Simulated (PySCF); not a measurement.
Working with the constants of BiCl

UHF-CCSD(T) constants of BiCl, ³Σ⁻ (triplet), unpaired electrons π ↑↑ (Bi def2-SVP with ECP60, Cl def2-SVP; scalar-relativistic core potentials (PySCF 2.14); masses 208.9804 and 34.9689 u):

| Property | Result |
| --- | --- |
| ωe | 332.2 cm⁻¹ |
| ωexe | 1.02 cm⁻¹ |
| Be | 0.090734 cm⁻¹ |
| αe | 0.000362 cm⁻¹ |
| De to Bi + Cl | 2.28 eV |

(1) What force constant and bond length do these constants imply?

(2) Estimate the centrifugal constant D from the Kratzer relation and find the Dunham coefficient a1.

Correlated steps freeze 9 core orbitals. Correlated levels converge slowly with the basis: in double zeta they bind strong bonds too weakly, by up to about 1 eV, and carry superposition errors of some tenths. These are scalar-relativistic numbers at best; spin–orbit coupling would shift them, the dissociation energy most. The state is the lowest determinant that a PBE0 search found; another state may lie lower at other levels.

## Answers

(1) Reduced mass μred = 29.956 u; k = 5.8918×10⁻⁷·μred·ωe² (u, cm⁻¹, mdyn/Å) = 1.95 mdyn/Å; Re = √(16.8576/(μred·Be)) (u, cm⁻¹, Å) = 2.490 Å.

(2) D = 4Be³/ωe² = 2.71e-08 cm⁻¹; a1 = −1 − αeωe/(6Be²) = -3.43.
